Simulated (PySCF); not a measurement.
Triethylborane, C6H15B.
Cartesian coordinates in Å at the PBE0-D3(BJ)/def2-SVP level; atoms count from 1:
```
atom  x, y, z in Å
C1    -1.9789   -1.8033   -0.1846
C2    -1.0379   -1.1261    0.8227
B3    -0.1424   -0.0738    0.0562
C4    -0.5384    1.4499    0.1190
C5     0.1717    2.4415   -0.7932
C6     1.1446   -0.5717   -0.7087
C7     2.3424   -0.4420    0.2464
H8    -2.6494   -1.0739   -0.6673
H9    -1.4199   -2.3108   -0.9870
H10   -2.6176   -2.5602    0.2966
H11   -0.4088   -1.8998    1.2974
H12   -1.6374   -0.6576    1.6215
H13   -1.6369    1.5186    0.0036
H14   -0.3900    1.7256    1.1841
H15   -0.1641    3.4773   -0.6300
H16    1.2620    2.4259   -0.6392
H17   -0.0026    2.2071   -1.8552
H18    1.3436    0.0234   -1.6154
H19    1.0491   -1.6252   -1.0221
H20    3.2790   -0.7767   -0.2255
H21    2.2027   -1.0466    1.1568
H22    2.4959    0.6001    0.5700
```

Computed at PBE0/pcSseg-1 (PySCF, non-relativistic), with Q(11B) = 0.04059 b: B3, 11B (I = 3/2): χzz = 5.759 MHz, η = 0.004.

(1) Find the zero-field quadrupole resonance frequencies of 11B at B3.

Results:

(1) From ν = (|χ|/2)√(1 + η²/3): ν = 2.880 MHz (three-coordinate boron).

In a crystal, neighbours and librations shift these lines. The structure is a single PBE0-D3(BJ)/def2-SVP conformer in the gas phase; no vibrational or solvent corrections. The small basis limits the accuracy of the gradients.
